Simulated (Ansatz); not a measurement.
Bond stretch in SeH (cation, charge +1), lowest triplet found (which spin is the ground state isn't settled by this scan).

Methods: UKS-PBE = unrestricted PBE/cc-pVTZ in Ansatz (a first-principles code); UKS-B3LYP = unrestricted B3LYP/cc-pVTZ (Ansatz); FCI = full CI/cc-pVTZ, cores with 3d frozen (Ansatz).

Energies relative to the lowest point of each curve between 1.25 and 1.79 Å, where full CI is lowest, in mEh; the last columns give the error against full CI:

```json
[
 {"R / Å": "1.09", "UKS-PBE": "124.8", "UKS-B3LYP": "121.6", "FCI": "122.6", "UKS-PBE − FCI": "2.2", "UKS-B3LYP − FCI": "-1.0"},
 {"R / Å": "1.17", "UKS-PBE": "69.3", "UKS-B3LYP": "66.7", "FCI": "67.0", "UKS-PBE − FCI": "2.4", "UKS-B3LYP − FCI": "-0.2"},
 {"R / Å": "1.25", "UKS-PBE": "34.4", "UKS-B3LYP": "32.5", "FCI": "32.4", "UKS-PBE − FCI": "2.1", "UKS-B3LYP − FCI": "0.1"},
 {"R / Å": "1.32", "UKS-PBE": "15.8", "UKS-B3LYP": "14.5", "FCI": "14.3", "UKS-PBE − FCI": "1.6", "UKS-B3LYP − FCI": "0.2"},
 {"R / Å": "1.36", "UKS-PBE": "9.0", "UKS-B3LYP": "7.9", "FCI": "7.8", "UKS-PBE − FCI": "1.2", "UKS-B3LYP − FCI": "0.2"},
 {"R / Å": "1.44", "UKS-PBE": "1.3", "UKS-B3LYP": "1.0", "FCI": "0.9", "UKS-PBE − FCI": "0.4", "UKS-B3LYP − FCI": "0.1"},
 {"R / Å": "1.47", "UKS-PBE": "0.1", "UKS-B3LYP": "0.0", "FCI": "0.0", "UKS-PBE − FCI": "0.1", "UKS-B3LYP − FCI": "0.0"},
 {"R / Å": "1.54", "UKS-PBE": "0.0", "UKS-B3LYP": "0.4", "FCI": "0.6", "UKS-PBE − FCI": "-0.6", "UKS-B3LYP − FCI": "-0.1"},
 {"R / Å": "1.57", "UKS-PBE": "0.9", "UKS-B3LYP": "1.6", "FCI": "1.7", "UKS-PBE − FCI": "-0.9", "UKS-B3LYP − FCI": "-0.2"},
 {"R / Å": "1.63", "UKS-PBE": "3.9", "UKS-B3LYP": "5.0", "FCI": "5.3", "UKS-PBE − FCI": "-1.4", "UKS-B3LYP − FCI": "-0.3"},
 {"R / Å": "1.70", "UKS-PBE": "9.1", "UKS-B3LYP": "10.7", "FCI": "11.0", "UKS-PBE − FCI": "-1.9", "UKS-B3LYP − FCI": "-0.3"},
 {"R / Å": "1.79", "UKS-PBE": "17.4", "UKS-B3LYP": "19.7", "FCI": "19.9", "UKS-PBE − FCI": "-2.5", "UKS-B3LYP − FCI": "-0.2"},
 {"R / Å": "1.92", "UKS-PBE": "31.3", "UKS-B3LYP": "34.4", "FCI": "34.1", "UKS-PBE − FCI": "-2.9", "UKS-B3LYP − FCI": "0.3"},
 {"R / Å": "2.03", "UKS-PBE": "43.4", "UKS-B3LYP": "47.1", "FCI": "46.3", "UKS-PBE − FCI": "-2.8", "UKS-B3LYP − FCI": "0.9"},
 {"R / Å": "2.22", "UKS-PBE": "63.1", "UKS-B3LYP": "67.2", "FCI": "65.4", "UKS-PBE − FCI": "-2.3", "UKS-B3LYP − FCI": "1.8"},
 {"R / Å": "2.40", "UKS-PBE": "77.8", "UKS-B3LYP": "81.9", "FCI": "80.3", "UKS-PBE − FCI": "-2.5", "UKS-B3LYP − FCI": "1.6"},
 {"R / Å": "2.68", "UKS-PBE": "92.2", "UKS-B3LYP": "96.7", "FCI": "96.3", "UKS-PBE − FCI": "-4.1", "UKS-B3LYP − FCI": "0.4"},
 {"R / Å": "3.00", "UKS-PBE": "101.1", "UKS-B3LYP": "106.4", "FCI": "106.1", "UKS-PBE − FCI": "-5.0", "UKS-B3LYP − FCI": "0.3"},
 {"R / Å": "3.32", "UKS-PBE": "106.0", "UKS-B3LYP": "112.0", "FCI": "110.7", "UKS-PBE − FCI": "-4.7", "UKS-B3LYP − FCI": "1.3"},
 {"R / Å": "3.79", "UKS-PBE": "109.2", "UKS-B3LYP": "116.3", "FCI": "113.1", "UKS-PBE − FCI": "-3.9", "UKS-B3LYP − FCI": "3.2"},
 {"R / Å": "4.40", "UKS-PBE": "110.0", "UKS-B3LYP": "118.2", "FCI": "114.0", "UKS-PBE − FCI": "-3.9", "UKS-B3LYP − FCI": "4.3"},
 {"R / Å": "5.14", "UKS-PBE": "109.0", "UKS-B3LYP": "118.2", "FCI": "114.2", "UKS-PBE − FCI": "-5.2", "UKS-B3LYP − FCI": "4.0"}
]
```

UKS-PBE is furthest from FCI at 5.14 (-5.2 mEh, below); its mean absolute error over the points is 2.5 mEh.

UKS-B3LYP is furthest from FCI at 4.40 (4.3 mEh, above); its mean absolute error over the points is 0.9 mEh.

The unrestricted determinant behind UKS-PBE, UKS-B3LYP is spin-contaminated at 2.22 to 5.14 Å (<S²> up to 2.8, against 2.00 for a pure triplet).
